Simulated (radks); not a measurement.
Results of a calculation; reference values are marked as such.
Question: The mean radii <r> (bohr) of the occupied orbitals of an atom or ion are listed with their occupations. Code: a radial shooting solver on a logarithmic mesh with Libxc functionals. Model: Dirac Kohn-Sham, revPBE, spin-unpolarised, spherical densities, finite nucleus; Fermi nuclear charge, rms radius of each element as measured or else 0.836 A^(1/3) + 0.57 fm.

orbital  occ.      <r>
1s1/2       2  0.04858
2s1/2       2   0.2143
2p1/2       2   0.1851
2p3/2       4   0.1884
3s1/2       2   0.5397

Name the element and its charge. Open shells, if any, are shared by 2j + 1.

Answer: Z = 31, gallium, charge +19: Ga19+ in [Ne] 3s2. The 1s radius gives Z: for a bare nucleus <r> = (2 gamma + 1)/(2Z) with gamma = sqrt(1 - (Z/c)^2), 0.04755 bohr for Z = 31, and screening makes it slightly larger (0.04858 here). The occupations add up to 12, and the charge is Z minus that.
